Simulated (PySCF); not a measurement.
Computed shifts of a molecule CH₈FNOSi₂, B3LYP/pcSseg-1 run with PySCF, GIAO, gas phase, equivalent atoms averaged, in ppm (number of nuclei): ¹³C: 4.9 (1). ²⁹Si: 1.3 (1), -31.5 (1). ¹⁵N: 13.3 (1). ¹⁹F: -174.6 (1). ¹H: 5.67 (1), 4.82 (1), 2.85 (1), 0.70 (1), 0.60 (3), 0.43 (1). References: ¹³C against TMS (σ = 181.3 ppm); ²⁹Si against TMS (σ = 338.7 ppm); ¹⁵N against NH3 (σ = 265.5 ppm); ¹⁷O against H2O (σ = 333.8 ppm); ¹⁹F against CFCl3 (σ = 161.7 ppm); ¹H against TMS (σ = 31.68 ppm), references at their B3LYP-D3(BJ)/def2-TZVP geometries, non-relativistic. Geometry: B3LYP-D3(BJ)/def2-SVP. The values are those of a single conformer.

### Question
Which structure fits?
(A) CO[SiH2][Si@@H](N)F
(B) NC[Si@@H](F)O[SiH3]
(C) C[Si@H](N)[Si@@H](O)F
(D) N[Si@](O)(F)C[SiH3]

### Answer
C, C[Si@H](N)[Si@@H](O)F
